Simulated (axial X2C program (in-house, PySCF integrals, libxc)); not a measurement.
# Ionising CrI

Calculated with an axial X2C code built on PySCF integrals, spin-free (one-electron X2C) or two-component (2c: spin–orbit coupling with atomic mean-field Coulomb and Gaunt terms, which also bring small scalar terms), in Dyall basis sets with cores contracted in-house; open shells are unrestricted.

Basis sets: Cr dyall-cv3z, I dyall-cv3z.

```json
{"Hamiltonian": "spin-free", "level": "PBE0", "CrI state": "M_S = 5/2, Λ = 0", "Re (Å)": "2.543", "ωe (cm⁻¹)": "250.1", "De (eV)": "2.84"}
{"Hamiltonian": "2c", "level": "PBE0", "CrI state": "Ω = 5/2", "Re (Å)": "2.547", "ωe (cm⁻¹)": "248.0", "De (eV)": "2.58"}
```

Adiabatic ionisation energy (minimum to minimum, no zero-point term) and constants of CrI⁺:

| Hamiltonian | level | CrI⁺ state | IE (eV) | Re (Å) | ωe (cm⁻¹) | De (eV) | fragments |
| --- | --- | --- | --- | --- | --- | --- | --- |
| spin-free | PBE0 | M_S = 2, Λ = 1 | 8.11 | 2.481 | 262.7 | 1.78 | I + Cr+ |
| 2c | PBE0 | Ω = 1 | 7.92 | 2.499 | 251.4 | 1.71 | I + Cr+ |

Problem. Add the zero-point terms to the ionisation energy at PBE0, 2c, and say whether the electron removed was bonding.

Solution. IE0 = IE + (ωe⁺ − ωe)/2 = 7.92 + (0.000) = 7.92 eV. Re changes by -0.048 Å, so the bond shortens, as on loss of an antibonding or a polarising non-bonding electron.

Problem. Close the cycle De(CrI⁺) + IE(CrI) = De(CrI) + IE(Cr) to find the atomic ionisation energy at PBE0, 2c.

Solution. IE(Cr) = 1.71 + 7.92 − 2.58 = 7.05 eV, for the determinants used.

Each entry is the lowest single determinant of a limited PBE0 search at one distance. De goes to single-determinant-based atoms at the same level (for ions the charge split of lowest energy) and is withheld (n/a) where an atom does not fit its ground term or J level. Main or longest-lived isotopes. One determinant is a doubtful description, or other states lie close, for CrI⁺, CrI; these need not be ground states, and all values refer to the states named. Some open-shell Ω = 0 determinants are out of reach, so the Ω given for CrI⁺ need not be the lowest component. With several unpaired electrons the Ω given is that of one determinant, not necessarily of the lowest component. The functionals have no current term, which raises determinants with orbital currents.
